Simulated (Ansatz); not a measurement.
**Which is lower?**

Two relaxed structures of CdH₂SO, singlet (PBE0-D4/def2-TZVP; forces vanish, vibrations not checked).

A:

```xyz
5
angstrom
O -0.4785 -1.8063 1.0826
Cd -0.1203 0.2436 0.1315
S 0.1707 2.2344 -0.7845
H -0.9648 -2.4738 0.5880
H -0.7786 -1.8528 1.9962
```

B:

```tsv
atom	x (Å)	y (Å)	z (Å)
O1	-0.5729	-1.6754	1.0725
Cd2	-0.2253	0.0447	0.1819
S3	0.1909	2.1318	-0.7372
H4	-0.8756	-2.3575	0.4689
H5	1.4828	1.8564	-0.9861
```

Ansatz 0.2.0; basis: def2-TZVPP; cores frozen in the correlated methods. Filled d shells of the heavier atoms are correlated. Core potentials replace the inner electrons of the atoms past krypton. B3LYP uses VWN-RPA correlation.

(1) Which structure is lower at CCSD(T), and by how much? (To be estimated.)

No T1 diagnostic of these runs exceeds 0.019.

Results:

(1) Computed: B, by 28.44 kcal/mol (electronic energy, against the other). By their contacts, A is CdH₂SO ([OH2][Cd][S]) and B is CdH₂SO ([OH][Cd][SH]).

All methods give the same order:

| method | E(B) − E(A) (kcal/mol) |
| --- | --- |
| PBE-D4 | -27.63 |
| r2SCAN-D4 | -28.85 |
| PBE0-D4 | -28.94 |
| B3LYP-D4 | -27.66 |
| wB97M-V | -30.88 |
| HF | -30.85 |
| MP2 | -27.86 |
| CCSD | -29.92 |
| CCSD(T) | -28.44 |

Labels in which every atom is bracketed show which atoms are joined, not bond orders.

For scale, one of the runs: CCSD(T)/def2-TZVPP, 157 basis functions, launched by `ansatz run in.yaml --threads 2 --pin off --events-out ev --progress --plain --max-ram 4352MiB`. Time: 68 s of wall clock on 2 CPU threads of an Arm Neoverse V2; the host was shared. Peak host memory: 1.4 GiB.
